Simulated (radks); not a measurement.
Spherical quantum dot in the effective-mass picture: electrons in a parabolic well V = omega^2 r^2 / 2 with omega = 0.63, with a point charge +2 (a donor) at the centre, all in effective atomic units (hartree* = m*/eps^2 hartree, bohr* = eps/m* bohr), one dielectric constant everywhere. Calculated with a radial shooting solver with Libxc functionals: non-relativistic Kohn-Sham, PBE, spin-polarised, spherical densities. Levels are named by radial order and angular momentum (1s, 1p, 1d, 2s, ...), and open shells are averaged over m.

N = 22, configuration 1s2 1p6 1d10 2s2 1f(up 2, down 0). This is the lowest configuration that the search found. Occupied and some empty levels:

| level | occupation | eigenvalue (hartree*) | <r> (bohr*) |
|---|---|---|---|
| 1s down | 1 | 7.0225 | 0.9847 |
| 1s up | 1 | 7.0244 | 0.9881 |
| 1p up | 3 | 7.8047 | 2.660 |
| 2s up | 1 | 7.8132 | 2.731 |
| 1p down | 3 | 7.8180 | 2.629 |
| 2s down | 1 | 7.8301 | 2.712 |
| 1d up | 5 | 8.1253 | 3.112 |
| 1d down | 5 | 8.1455 | 3.095 |
| 1f up | 2 | 8.4642 | 3.412 |
| 1f down | 0 | 8.4881 | 3.404 |
| 2p up | 0 | 8.5106 | 2.860 |
| 2p down | 0 | 8.5239 | 2.875 |
| 1g up | 0 | 8.8322 | 3.654 |
| 1g down | 0 | 8.8578 | 3.653 |
| 2d up | 0 | 8.9699 | 3.250 |
| 2d down | 0 | 8.9826 | 3.257 |

Energy (hartree*): total 99.6560, kinetic 14.373, external 15.908, Hartree 77.667, exchange-correlation -8.2918.
